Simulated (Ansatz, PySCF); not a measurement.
Process, species as SMILES: CCO → [CH3] (CH3) + [CH2]O (the C-C bond at the site shown breaks; other sites are not compared here)
Geometries: B3LYP-D3(BJ)/def2-TZVP minima from Ansatz (a quantum-chemistry and plane-wave program), one conformer each, not searched for the lowest.
Geometry of the first species:
```
C
H 1 1.0973
H 1 1.0973 2 107.69
O 1 1.4270 2 110.49 3 -120.76
H 4 0.9624 1 108.87 2 59.54
C 1 1.5131 2 110.09 3 120.04
H 6 1.0909 1 110.47 2 60.81
H 6 1.0909 7 108.30 1 -121.11
H 6 1.0917 7 108.54 8 -117.66
```
Charge 0, spin multiplicity 1.

Property: bond dissociation energy (enthalpy at 298 K, with B3LYP-D3(BJ) rigid-rotor harmonic-oscillator terms from PySCF), in kcal/mol. Valence correlation only, unless marked. UHF or UKS for open shells. No spin-orbit coupling. No relativistic terms. CBS marks a two-point X^-3 extrapolation of the correlation energy; Hartree-Fock from the larger set. [CCSD(T)-MP2]/basis is that difference in the basis named.

RI-MP2/CBS(aug-cc-pVTZ,aug-cc-pVQZ)+[CCSD(T)-MP2]/aug-cc-pVTZ (Ansatz) gives 87.4 kcal/mol.

### Question
Another calculation gave 78.5 kcal/mol. Which level was it?
(A) B2PLYP/def2-TZVPD (Ansatz)
(B) PBE-QIDH/def2-TZVPD (Ansatz)
(C) SVWN5/def2-TZVPD (Ansatz)
(D) r2SCANh/def2-TZVPD (Ansatz)

### Answer
D, r2SCANh/def2-TZVPD (Ansatz). The others give 86.4 (PBE-QIDH), 83.0 (B2PLYP), 101.3 (SVWN5) kcal/mol.
